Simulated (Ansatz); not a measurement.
Consider the redistribution: `C[O][SnH2][Se]C` + `FB(S)Cl` → `C[O][SnH2][SH]` + `C[Se]B(F)Cl`.

Calculated with Ansatz (gas phase, PBE0-D4/def2-TZVP geometries, no zero-point term in ΔE). CBS: MP2 limit from def2 TZ/QZ plus the TZ coupled-cluster correction, frozen cores. Functionals use def2-TZVPP. B3LYP here is the variant with VWN-RPA as its local correlation; programs differ in this. def2 core potentials past Kr. For Se, Sn outer-core shells are correlated without core-valence functions, which leaves a few kJ/mol of doubt a bond. Scalar relativity is left out up to krypton. Each species was taken in one conformer, which may not be the lowest.

`C[O][SnH2][Se]C`:

Cartesian coordinates in Å:
```
C 1.873 -0.791 -0.371
O 1.746 -0.483 0.992
Sn 0.133 0.454 1.619
Se -1.914 -0.670 0.685
C -1.981 0.320 -1.007
H 2.812 -1.334 -0.514
H 1.056 -1.433 -0.731
H 1.907 0.107 -1.005
H 0.193 2.039 0.975
H 0.223 0.320 3.308
H -1.172 0.009 -1.664
H -2.938 0.071 -1.464
H -1.936 1.391 -0.825
```

`FB(S)Cl`:

```xyz
5

F     0.362    1.388   -0.290
B     0.310    0.072   -0.345
S    -0.735   -0.883    0.757
Cl    1.290   -0.762   -1.530
H    -1.226    0.185    1.409
```

`C[O][SnH2][SH]`:

Z-matrix (Å, degrees):
```
C
O 1 1.404
H 1 1.094 2 108.3
H 1 1.099 2 112.4 3 -118.8
H 1 1.100 2 112.9 3 118.9
Sn 2 1.966 1 119.3 3 -168.5
S 6 2.383 2 105.6 1 159.6
H 6 1.710 2 105.6 1 39.7
H 6 1.704 2 109.8 1 -84.8
H 7 1.344 6 93.2 2 -67.0
```

`C[Se]B(F)Cl`:

Cartesian coordinates in Å:
```
C 0.713 -1.084 -0.291
Se -0.996 -0.318 -0.823
B -1.006 1.284 0.246
F -2.048 2.088 0.149
Cl 0.289 1.734 1.340
H 0.817 -2.013 -0.849
H 1.520 -0.403 -0.548
H 0.711 -1.288 0.776
```

**Question.** Is it downhill or uphill in electronic energy at CCSD(T)/CBS, and by how much? (Best estimate.)

**Answer.** The calculation gave: Uphill: ΔE = +0.22 eV.

**Question.** What do these levels give: PBE-D4, r2SCAN-D4, PBE0-D4, B3LYP-D4, ωB97X-V, ωB97M-V, r2SCAN, B3LYP, CCSD/def2-TZVPP, CCSD(T)/def2-TZVPP, SCS-MP2/def2-QZVPP, HF/CBS(def2)? (An estimate is asked.)

**Answer.** The calculation gave: PBE-D4 0.24, r2SCAN-D4 0.22, PBE0-D4 0.23, B3LYP-D4 0.25, ωB97X-V 0.22, ωB97M-V 0.23, r2SCAN 0.21, B3LYP 0.22, CCSD/def2-TZVPP 0.20, CCSD(T)/def2-TZVPP 0.19, SCS-MP2/def2-QZVPP 0.21, HF/CBS(def2) 0.21 eV.

Largest T1 diagnostic among the species: 0.013.
